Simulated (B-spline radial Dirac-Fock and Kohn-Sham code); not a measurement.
## Dipole and non-dipole photoemission parameters of S⁴⁺ 2s

System: the S⁴⁺ ion, 1s2 2s2 2p6 3s2; threshold 288.0 eV (orbital energy of the model). Level of theory: Dirac-Hartree-Slater photoionisation with a Latter tail; cross sections with all multipoles, angular parameters from the dipole term and its interference with E2; a radial finite-basis atomic code.

```tsv
hν (eV)	σ (kb)	β	γ
353	260	2.000	0.115
368	246	2.000	0.083
487	163	2.000	-0.031
1000	44.7	2.000	0.090
1010	43.8	2.000	0.094
1253.6	?	?	?
1600	16.7	2.000	0.322
1890	11.6	2.000	0.425
1920	11.2	2.000	0.435
1950	10.8	2.000	0.445
2610	5.48	2.000	0.652
2930	4.15	2.000	0.741
3650	2.42	2.000	0.925
4450	1.46	2.000	1.107
4580	1.36	2.000	1.135
5414.7	0.878	2.000	1.302
6510	0.538	2.000	1.498
6670	0.504	2.000	1.526
8910	0.229	2.000	1.869
11900	0.101	1.999	2.256
12400	0.0901	1.999	2.315
15000	0.0521	1.999	2.603
```

Question: Give the values at Mg Kα (1253.6 eV).

Answer: σ = 28.1 kb, β = 2.000, γ = 0.192. For an s subshell δ is negligible.

Values without a named source are computed, but for edge energies of neutral atoms, which are taken from tables.
